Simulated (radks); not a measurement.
Results of a calculation; reference values are marked as such.
Task: The mean radii <r> (bohr) of the occupied orbitals of an atom or ion are listed with their occupations. Level of theory: non-relativistic Kohn-Sham, r2SCAN, spin-polarised, spherical densities, point nucleus; meta-GGA in the generalised Kohn-Sham scheme (a radial shooting solver on a logarithmic mesh with Libxc functionals).

| orbital | occ. | <r> |
|---|---|---|
| 1s | 2 | 0.1742 |

Name the element and its charge. Open shells, if any, are filled with parallel spins first.

Result: Z = 9, fluorine, charge +7: F7+ in [He]. The 1s radius gives Z: for a bare nucleus <r> = 1.5/Z, 0.1667 bohr for Z = 9, and screening makes it slightly larger (0.1742 here). The occupations add up to 2, and the charge is Z minus that.
